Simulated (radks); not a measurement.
The molybdenum ion Mo2+ inside a hard spherical wall (all orbitals vanish at R), configuration held at [Kr] 4d4 and not refilled when levels cross. Calculated with a radial shooting solver on a logarithmic mesh with Libxc functionals: scalar-relativistic Kohn-Sham, PBE, spin-polarised, spherical densities, point nucleus; open shells are filled with parallel spins first (spin-orbit coupling, left out, can overturn this in heavy ions). Eigenvalues in eV for spin up, with the zero of energy where the potential of the charges vanishes at infinity; a dash marks a level that is unbound or too diffuse for the functional's potential to be trusted. A positive occupied level is held by the wall or, in an anion where self-interaction has pushed it up, behind a barrier. The pressure on the wall is -dE/dV.

R (bohr)  E (hartree)  kinetic (hartree)    e(3d)    e(4s)    e(4p)    e(4d)  e(5s, empty)  e(5p, empty)  pressure (GPa)
free      -4047.90733           4173.817  -239.47  -83.638  -57.759  -21.935       -18.343       -13.151               0
20        -4047.90733           4173.817  -239.47  -83.638  -57.759  -21.935       -18.343       -13.151        < 0.0001
15        -4047.90733           4173.817  -239.47  -83.638  -57.759  -21.935       -18.343       -13.151        < 0.0001
10        -4047.90733           4173.817  -239.47  -83.638  -57.759  -21.935       -18.342       -13.148        < 0.0001
8         -4047.90731           4173.817  -239.47  -83.636  -57.758  -21.934       -18.335       -13.099         0.00162
6         -4047.90592           4173.833  -239.39  -83.566  -57.691  -21.870       -18.092       -12.415           0.187
3.5       -4047.71118           4174.986  -235.52  -80.538  -54.810  -18.410        -7.544         3.044            75.7
2         -4041.52092           4202.197  -197.17  -51.949  -23.548   22.722        110.72        135.85           10200
1.5       -4020.74616           4273.145  -138.83   12.141   48.041   106.68        338.50        370.32           87500
